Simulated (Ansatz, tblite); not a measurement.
Cost and result up the ladder for `[Ag][S]c1ccc(C#Cc2ccc(C#Cc3ccccc3)cc2)cc1` (37 atoms). Charge 0, multiplicity 1. Geometry: PBE-D4/def2-SVP.

```xyz
37

Ag    7.532   -7.298    1.821
S     6.548   -6.299    3.705
C     5.381   -5.178    2.964
C     4.027   -5.558    2.806
C     3.087   -4.657    2.306
C     3.467   -3.336    1.944
C     2.514   -2.418    1.429
C     1.685   -1.620    0.982
C     0.732   -0.702    0.470
C     1.113    0.620    0.110
C     0.178    1.520   -0.394
C    -1.183    1.142   -0.561
C    -2.135    2.060   -1.077
C    -2.963    2.855   -1.530
C    -3.915    3.769   -2.062
C    -5.272    3.387   -2.226
C    -6.203    4.288   -2.752
C    -5.806    5.584   -3.125
C    -4.465    5.974   -2.967
C    -3.526    5.081   -2.442
C    -1.563   -0.178   -0.199
C    -0.629   -1.079    0.305
C     4.827   -2.957    2.112
C     5.762   -3.861    2.615
H     3.725   -6.578    3.086
H     2.036   -4.961    2.187
H     2.162    0.924    0.234
H     0.485    2.539   -0.670
H    -5.579    2.372   -1.932
H    -7.252    3.978   -2.874
H    -6.542    6.290   -3.540
H    -4.148    6.988   -3.258
H    -2.476    5.383   -2.316
H    -2.613   -0.483   -0.323
H    -0.936   -2.098    0.581
H     5.133   -1.935    1.841
H     6.811   -3.558    2.749
```

Ansatz on 2 threads of AMD EPYC 7R13 on a shared host and a share (18 GiB) of an NVIDIA H100 80GB HBM3; xTB runs through tblite on one thread. Times are rough, summed over both states, and most runs start from the orbitals of an earlier one. No level here is sound enough to serve as a yardstick. The other state is a triplet.

In the def2 sets Ag takes a core potential; there is no spin–orbit coupling. The xTB rows come from tblite. Single mean-field runs in def2-TZVP are fitted with def2-universal-jkfit. HOMO above LUMO, or a gap near zero within one spin, warns that the state may not be the lowest or that an electron is smeared out.

xTB has no spin-polarisation term.

```tsv
level	functions	wall time	vertical triplet (eV)	remarks
GFN2-xTB	119	0.23 s	2.29	–
GFN1-xTB	132	0.23 s	2.00	–
PBE-D4/def2-TZVP (with forces)	837	16 s	1.62	gap within one spin near zero (triplet), restricted SCF unstable in HF (singlet)
PBE0-D4/def2-TZVP	837	21 s	1.96	restricted SCF unstable in HF (singlet)
```
